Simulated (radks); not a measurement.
Charge is removed step by step from the 2s level of Ba13+, starting from [Kr] 4d7. Method: scalar-relativistic Kohn-Sham, r2SCAN, spin-unpolarised, spherical densities, finite nucleus; meta-GGA in the generalised Kohn-Sham scheme; Fermi nuclear charge, rms radius 4.8378 fm; computed with a radial shooting solver on a logarithmic mesh with Libxc functionals. At the starting occupation the eigenvalue is -6169.9 eV. Estimate the energy to remove one whole electron from this level, the eigenvalue at the end, and how far E(n) bends from a straight line.

Answer. Delta-SCF 6241.1 eV; final eigenvalue -6323.4 eV; the deviation from the straight line is -19.234 eV at 0.5 electron removed, the largest on the grid computed. Slater's transition state (half an electron removed) gives 6246.6 eV. Integrating minus the eigenvalue over the occupation (Janak's theorem) gives 6246.6 eV. In this scalar-relativistic scheme the density is built from large components alone, so the theorem holds only approximately. The mean slope of the eigenvalue, de/dn, is 153 eV per electron.
